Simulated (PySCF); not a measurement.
## Exercise with solution: chemical shift, span and skew from a shielding tensor

B(F)(Br)(Me) (CH3BBrF), SMILES CB(F)Br. Atoms are numbered in the order given.

```xyz
7

B     -0.0197    -0.8426     0.4150
F     -1.0776    -1.6132     0.2351
Br    -0.0588     0.8859    -0.4560
C      1.2089    -1.3201     1.2475
H      1.7029    -0.4973     1.7838
H      1.9568    -1.7340     0.5454
H      0.9398    -2.1216     1.9526
```
Charge 0, spin multiplicity 1.

The structure is a stationary point at B3LYP-D3(BJ)/def2-SVP.

GIAO shieldings from PBE0/pcSseg-1 run with PySCF, non-relativistic, no solvent. The symmetric part of the tensor of F2 has the principal values -3.2, 104.3, 386.7 ppm. The same nucleus in CFCl3 has σ = 167.2 ppm at this level (PySCF, at its B3LYP-D3(BJ)/def2-TZVP geometry). Without spin–orbit terms, shifts of atoms bonded to Cl or Br come out too high.

**Question.** Work out the isotropic shielding, the ¹⁹F shift against CFCl3, the span and the skew.

**Answer.** 
σ(iso) = (σ11 + σ22 + σ33)/3 = 162.6 ppm. δ = σ(ref) − σ(iso) = 167.2 − (162.6) = 4.6 ppm.
Span Ω = σ33 − σ11 = 389.9 ppm. Skew κ = 3(σ(iso) − σ22)/Ω = 0.45. Tumbling in solution averages the tensor to δ; in a static solid the shielding alone would spread this spin-1/2 line over Ω.
